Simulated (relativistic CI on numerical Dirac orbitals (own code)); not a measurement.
Ligand-field terms of d6

Computed with a parametric ligand-field model of a d^n configuration (Racah B and C, spin-orbit zeta, crystal field), exact diagonalisation.

Field parameters in Wybourne normalisation: Oh B⁴₀ = 21Dq, B⁴₄ = √(5/14) B⁴₀. The field is a parameter set, without covalency, and values of 10Dq over about 45,000 cm⁻¹ lie beyond real compounds.

B = 1080 cm⁻¹, C = 4190 cm⁻¹ (C/B = 3.88), Oh, no spin-orbit coupling. Tanabe-Sugano data, E/B above the lowest term (Δ = |10Dq|; b, c mark the second and third term of a kind):

```csv
Δ/B,5T2,5E,3T1,3T2,3T1(b),1A1,1T1
1.0,0.00,1.00,19.25,19.57,20.20,28.36,28.82
5.0,0.00,5.00,16.46,18.69,20.50,21.74,25.46
9.0,0.00,9.00,12.94,16.64,20.52,14.41,21.76
13.0,0.00,13.00,9.26,13.92,20.53,6.86,17.97
17.0,0.80,17.80,6.31,11.61,21.35,0.00,14.92
21.0,8.54,29.54,10.23,15.99,29.09,0.00,18.77
25.0,16.32,41.32,14.16,20.27,36.88,0.00,22.65
29.0,24.14,53.14,18.11,24.47,44.71,0.00,26.54
33.0,31.98,64.98,22.06,28.63,52.56,0.00,30.45
37.0,39.85,76.85,26.02,32.75,60.43,0.00,34.37
41.0,47.73,88.73,29.99,36.85,68.32,0.00,38.30
45.0,55.63,100.63,33.95,40.92,76.22,0.00,42.23
```

The ground term changes from 5T2 to 1A1 between Δ/B = 13.0 and 17.0.
